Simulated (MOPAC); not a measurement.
Job for MOPAC: PM7 on H8OSi2 (a complex), monomers drawn apart or pushed together.

```
PM7 1SCF PRECISE CHARGE=0 THREADS=1
H8OSi2

Si    -0.64658379 1    -1.27137196 1    -0.33500503 1
O     -0.00731427 1     0.04477834 1     0.40323216 1
Si     0.95825731 1     1.36400106 1     0.28652804 1
H     -1.62569728 1    -1.88604811 1     0.58503120 1
H     -1.32245350 1    -0.87095975 1    -1.59140160 1
H      0.42322708 1    -2.24631444 1    -0.65035686 1
H      2.36420489 1     0.94746830 1     0.07460221 1
H      0.84921755 1     2.12804787 1     1.54658363 1
H      0.52712574 1     2.20969278 1    -0.85144052 1
H     -1.18159634 1    -0.33738533 1     5.02368702 1
H     -1.31842392 1    -0.43234302 1     5.74941052 1
```

It printed:

```
*******************************************************************************
 **                                                                           **
 **                              MOPAC v23.2.5                                **
 **                                                                           **
 *******************************************************************************
 ** MOPAC's Digital Object Identifier: https://doi.org/10.5281/zenodo.6511958 **
 **                                                                           **
 ** Please cite the open-source release paper for use of this MOPAC version:  **
 ** J. E. Moussa and J. J. P. Stewart (2026)                                  **
 ** MOPAC: An open-source semiempirical molecular orbital program             **
 ** J. Open Source Softw., 11(119), 8025, https://doi.org/10.21105/joss.08025 **
 *******************************************************************************

                              PM7 CALCULATION RESULTS

 *******************************************************************************
 *  PM7        - The PM7 Hamiltonian to be used
 *
 *
 *
 *                 CHARGE ON SYSTEM = 0
 *
 *
 *
 *  PRECISE    - TIGHTER CRITERIA TO BE USED
 *  1SCF       - DO 1 SCF AND THEN STOP
 *  THREADS=1  - MULTI-THREADING NOT USED
 *  T=         - A TIME OF 172800.0 SECONDS REQUESTED
 *  DUMP=N     - RESTART FILE WRITTEN EVERY 7200.0 SECONDS REQUESTED
 *******************************************************************************
PM7 1SCF PRECISE CHARGE=0 THREADS=1
 H8OSi2

   ATOM   CHEMICAL          X               Y               Z
  NUMBER   SYMBOL      (ANGSTROMS)     (ANGSTROMS)     (ANGSTROMS)

     1      Si         -0.64658379  *  -1.27137196  *  -0.33500503  *
     2       O         -0.00731427  *   0.04477834  *   0.40323216  *
     3      Si          0.95825731  *   1.36400106  *   0.28652804  *
     4       H         -1.62569728  *  -1.88604811  *   0.58503120  *
     5       H         -1.32245350  *  -0.87095975  *  -1.59140160  *
     6       H          0.42322708  *  -2.24631444  *  -0.65035686  *
     7       H          2.36420489  *   0.94746830  *   0.07460221  *
     8       H          0.84921755  *   2.12804787  *   1.54658363  *
     9       H          0.52712574  *   2.20969278  *  -0.85144052  *
    10       H         -1.18159634  *  -0.33738533  *   5.02368702  *
    11       H         -1.31842392  *  -0.43234302  *   5.74941052  *



          CARTESIAN COORDINATES

    NO.       ATOM           X           Y           Z

     1        Si         -0.6466     -1.2714     -0.3350
     2         O         -0.0073      0.0448      0.4032
     3        Si          0.9583      1.3640      0.2865
     4         H         -1.6257     -1.8860      0.5850
     5         H         -1.3225     -0.8710     -1.5914
     6         H          0.4232     -2.2463     -0.6504
     7         H          2.3642      0.9475      0.0746
     8         H          0.8492      2.1280      1.5466
     9         H          0.5271      2.2097     -0.8514
    10         H         -1.1816     -0.3374      5.0237
    11         H         -1.3184     -0.4323      5.7494

 General Reference for PM7:
 "Optimization of Parameters for Semiempirical Methods VI: More Modifications to the
 NDDO Approximations and Re-optimization of Parameters", J. J. P. Stewart, J. Mol. Mod., 1:32, 19 (2013)
 https://link.springer.com/article/10.1007/s00894-012-1667-x

           Empirical Formula: H8 O Si2  =    11 atoms



      MOLECULAR POINT GROUP   :   Cs


      RHF CALCULATION, NO. OF DOUBLY OCCUPIED LEVELS = 11


 -------------------------------------------------------------------------------
 PM7 1SCF PRECISE CHARGE=0 THREADS=1
 H8OSi2



     1SCF WAS SPECIFIED, SO BFGS WAS NOT USED
     SCF FIELD WAS ACHIEVED


                              PM7 CALCULATION
                                                       MOPAC v23.2.5 Linux




          FINAL HEAT OF FORMATION =       -128.38731 KCAL/MOL =    -537.17250 KJ/MOL


          COSMO AREA              =        156.51 SQUARE ANGSTROMS
          COSMO VOLUME            =        137.28 CUBIC ANGSTROMS

          IONIZATION POTENTIAL    =         11.305152 EV
          HOMO LUMO ENERGIES (EV) =        -11.305  0.543
          NO. OF FILLED LEVELS    =         11
          MOLECULAR WEIGHT        =         80.2336         POINT GROUP:  Cs

          MOLECULAR DIMENSIONS (Angstroms)

            Atom       Atom       Distance
            H    11    H     5     7.35391
            H     4    H     7     4.90858
            H     9    H     6     3.56500


          SCF CALCULATIONS        =          1





   ATOM   CHEMICAL          X               Y               Z
  NUMBER   SYMBOL      (ANGSTROMS)     (ANGSTROMS)     (ANGSTROMS)

     1      Si         -0.64658379  *  -1.27137196  *  -0.33500503  *
     2       O         -0.00731427  *   0.04477834  *   0.40323216  *
     3      Si          0.95825731  *   1.36400106  *   0.28652804  *
     4       H         -1.62569728  *  -1.88604811  *   0.58503120  *
     5       H         -1.32245350  *  -0.87095975  *  -1.59140160  *
     6       H          0.42322708  *  -2.24631444  *  -0.65035686  *
     7       H          2.36420489  *   0.94746830  *   0.07460221  *
     8       H          0.84921755  *   2.12804787  *   1.54658363  *
     9       H          0.52712574  *   2.20969278  *  -0.85144052  *
    10       H         -1.18159634  *  -0.33738533  *   5.02368702  *
    11       H         -1.31842392  *  -0.43234302  *   5.74941052  *

                             CARTESIAN COORDINATES

   1   Si       -0.646583790    -1.271371960    -0.335005030
   2    O       -0.007314270     0.044778340     0.403232160
   3   Si        0.958257310     1.364001060     0.286528040
   4    H       -1.625697280    -1.886048110     0.585031200
   5    H       -1.322453500    -0.870959750    -1.591401600
   6    H        0.423227080    -2.246314440    -0.650356860
   7    H        2.364204890     0.947468300     0.074602210
   8    H        0.849217550     2.128047870     1.546583630
   9    H        0.527125740     2.209692780    -0.851440520
  10    H       -1.181596340    -0.337385330     5.023687020
  11    H       -1.318423920    -0.432343020     5.749410520


           Empirical Formula: H8 O Si2  =    11 atoms



      MOLECULAR POINT GROUP   :   Cs


                  EIGENVALUES
 -29.14613 -18.33357 -17.71486 -15.07052 -14.91452 -14.54901 -14.43759 -12.51398
 -12.49208 -11.35058 -11.30515   0.54306   2.38260   2.54148   2.78976   2.81620
   2.82511   7.18589   7.39319   8.34494  21.60921  21.94923  22.48059  22.50258
  22.58354  22.90272  23.70919  23.80038  24.42625  24.61547


              NET ATOMIC CHARGES AND DIPOLE CONTRIBUTIONS

  ATOM NO.   TYPE          CHARGE      No. of ELECS.   s-Pop       p-Pop       d-Pop
    1         Si           0.240602        3.7594     0.91323     2.64482     0.20135
    2          O          -0.759795        6.7598     1.64565     5.11414
    3         Si           0.240635        3.7594     0.91328     2.64476     0.20132
    4          H           0.054862        0.9451     0.94514
    5          H           0.041612        0.9584     0.95839
    6          H           0.042785        0.9572     0.95721
    7          H           0.042670        0.9573     0.95733
    8          H           0.054896        0.9451     0.94510
    9          H           0.041731        0.9583     0.95827
   10          H           0.003570        0.9964     0.99643
   11          H          -0.003568        1.0036     1.00357
 DIPOLE           X         Y         Z       TOTAL
 POINT-CHG.     0.598     0.011    -1.585     1.694
 HYBRID        -0.243    -0.005     0.649     0.693
 SUM            0.354     0.006    -0.936     1.001


          ATOMIC ORBITAL ELECTRON POPULATIONS

     Atom    s        px        py        pz      x^2-y^2     xz        z^2       yz        xy
    1 Si   0.91323   0.97669   0.71156   0.95658   0.03039   0.03942   0.03093   0.04475   0.05586
    2  O   1.64565   1.74934   1.56775   1.79706
    3 Si   0.91328   0.87351   0.70876   1.06249   0.05537   0.01382   0.02842   0.05790   0.04582
    4  H   0.94514
    5  H   0.95839
    6  H   0.95721
    7  H   0.95733
    8  H   0.94510
    9  H   0.95827
   10  H   0.99643
   11  H   1.00357

 **********************
 *                    *
 * JOB ENDED NORMALLY *
 *                    *
 **********************




 == MOPAC DONE ==
```

The run finished.

Cost: around 0.03 core-seconds (rough).
